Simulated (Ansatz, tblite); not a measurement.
Cost and result up the ladder for the cluster Be₂Br₂⁺ (the lowest doublet isomer of a short search) (4 atoms). Charge 1, multiplicity 2. Geometry: PBE-D4/def2-TZVP.

Cartesian coordinates in Å:
```
Be -0.1381 0.2374 0.8344
Be 0.3716 -0.6530 -2.2452
Br -0.2671 1.9385 1.6886
Br 0.0336 -1.5229 -0.2778
```

Ansatz on 4 threads of Intel Xeon on a shared host; xTB runs through tblite on one thread. Times are rough, summed over both states, and most runs start from the orbitals of an earlier one. CCSD(T)/def2-TZVPP serves as the yardstick here, not as an exact answer. Differences are given only for rows in sets of like size (and for xTB, whose basis is part of the method), since another set adds its own error. The other state is a quartet at its own geometry.

The xTB rows come from tblite. Correlated methods freeze 18 core orbitals; core or outer-core shells of Br are correlated, in sets that lack core-valence functions. The structure comes from a short search, and lower isomers may exist.

Correlated methods converge slowly with the basis.

xTB has no spin-polarisation term.

```
                         level  functions  wall time
                      GFN1-xTB         26    0.015 s
                      GFN2-xTB         26    0.024 s
                     HF/STO-3G         46      3.4 s
PBE-D4/def2-TZVP (with forces)        134      9.1 s
             BLYP-D4/def2-TZVP        134       10 s
                 MP2/def2-TZVP        134       13 s
             RPA@PBE/def2-TZVP        134       14 s
           r2SCAN-D4/def2-TZVP        134       18 s
             PBE0-D4/def2-TZVP        134       20 s
              B2PLYP/def2-TZVP        134       21 s
        CAM-B3LYP-D4/def2-TZVP        134       21 s
          r2SCANh-D4/def2-TZVP        134       22 s
          r2SCAN0-D4/def2-TZVP        134       28 s
            CCSD(T)/def2-TZVPP        134    4.3 min
```

**Question.** Estimate what each level gives for the quartet − doublet (eV).

**Answer.** 
| level | quartet − doublet (eV) | difference from CCSD(T)/def2-TZVPP (eV) |
| --- | --- | --- |
| GFN1-xTB | 3.76 | -0.38 |
| GFN2-xTB | 3.44 | -0.71 |
| HF/STO-3G | 4.28 | – |
| PBE-D4/def2-TZVP (with forces) | 3.57 | -0.57 |
| BLYP-D4/def2-TZVP | 3.75 | -0.39 |
| MP2/def2-TZVP | 4.37 | 0.22 |
| RPA@PBE/def2-TZVP | 3.86 | -0.29 |
| r2SCAN-D4/def2-TZVP | 3.68 | -0.47 |
| PBE0-D4/def2-TZVP | 3.79 | -0.35 |
| B2PLYP/def2-TZVP | 4.14 | 0.00 |
| CAM-B3LYP-D4/def2-TZVP | 4.12 | -0.02 |
| r2SCANh-D4/def2-TZVP | 3.74 | -0.41 |
| r2SCAN0-D4/def2-TZVP | 3.82 | -0.32 |
| CCSD(T)/def2-TZVPP | 4.14 | 0.00 |
